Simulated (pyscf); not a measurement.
## HO–CH₂–SnH₃ (SMILES O[CH2][SnH3]), singlet

Gas-phase minimum from PySCF at ωB97X-D3(BJ)/def2-SVP, one conformer. HO–CH₂–SnH₃ lies 31.7 kcal/mol over its isomer H₃C–SnH₂–OH (electronic energy, ωB97M-D3(BJ)/def2-TZVP). 

SMILES: [SnH3][CH2]O
```xyz
9

O      0.2150     1.6462    -1.6281
C      0.2134     1.6327    -0.2121
Sn     0.8226    -0.3050     0.5466
H     -0.4850     1.0585    -1.9338
H      0.9457     2.3840     0.1201
H     -0.7629     1.9314     0.2143
H     -0.1440    -1.4758    -0.2512
H      2.4609    -0.5901     0.1570
H      0.5999    -0.4477     2.2386
```

Bond lengths (Å): O1–C2 1.416, O1–H4 0.964, C2–Sn3 2.168, C2–H5 1.100, C2–H6 1.106, Sn3–H7 1.715, Sn3–H8 1.708, Sn3–H9 1.713. Bond angles (°): C2–O1–H4 108.1, O1–C2–Sn3 111.0, O1–C2–H5 107.1, O1–C2–H6 112.6, Sn3–C2–H5 108.5, Sn3–C2–H6 110.7, H5–C2–H6 106.7, C2–Sn3–H7 106.8, C2–Sn3–H8 109.8, C2–Sn3–H9 112.6, H7–Sn3–H8 108.7, H7–Sn3–H9 109.2, H8–Sn3–H9 109.6.

Properties at ωB97X-D3(BJ)/def2-SVP:

```json
{
  "harmonic_wavenumbers_unscaled": "112, 189, 322, 415, 428, 589, 713, 744, 753, 774, 1097, 1153, 1274, 1383, 1474, 1948, 1957, 1974, 3049, 3150, 3887 cm⁻¹",
  "zero_point_energy": "39.1 kcal/mol",
  "rotational_symmetry_number": "1",
  "Entropy of this conformer at 298 K and 1 atm, rigid rotor and harmonic oscillator, modes under 100 cm⁻¹ raised to 100": "319.0 J/(mol K)",
  "dipole_moment": "1.31 D"
}
```

Single-point totals, which compare only within one level (frozen core for MP2 and CC):

```csv
level,total energy (hartree)
ωB97X-D3(BJ)/def2-TZVP,-331.36055
PBE/def2-TZVP,-331.09103
r²SCAN/def2-TZVP,-331.25247
B3LYP-D3(BJ)/def2-TZVP,-331.32883
PBE0-D3(BJ)/def2-TZVP,-331.11495
M06-2X/def2-TZVP,-331.10758
ωB97M-D3(BJ)/def2-TZVP,-331.29870
HF/def2-TZVPP,-329.57207
MP2/def2-TZVPP,-330.33276
CCSD/def2-TZVPP,-330.35649
CCSD(T)/def2-TZVPP,-330.38192
```

Soft torsions are taken as harmonic, which can shift the entropy by several J/(mol K). The CCSD(T) − MP2 part came from Ansatz, without density fitting, on the same reference. The frozen core leaves the outer d or s,p core shells of the metals and heavy elements correlated in the MP2 and CC values, and def2-TZVPP describes them poorly, so these totals are far from the basis limit. Elements past Kr carry the def2 core potentials, without spin-orbit coupling.
